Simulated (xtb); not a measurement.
Ge(H)(NH2) (GeH₃N), SMILES [GeH][NH2] (connectivity only; charge and spin as stated), neutral, multiplicity 1. All values are semi-empirical tight-binding results from xtb (GFN2-xTB unless named), good for trends rather than for accurate numbers. Geometry optimised at GFN2-xTB.

For metal compounds this method's bond lengths and energies can be far off.

**Question.** Estimate the properties. (The exact figures need the calculation; the answer reports its results.)

**Answer.** 
The point group as xtb finds it comes out as Cs and the orbital gap is 3.64 eV. The zero-point energy is 18.3 kcal/mol and the G − E(el) at 298.15 K (modified RRHO) comes out as 2.5 kcal/mol.
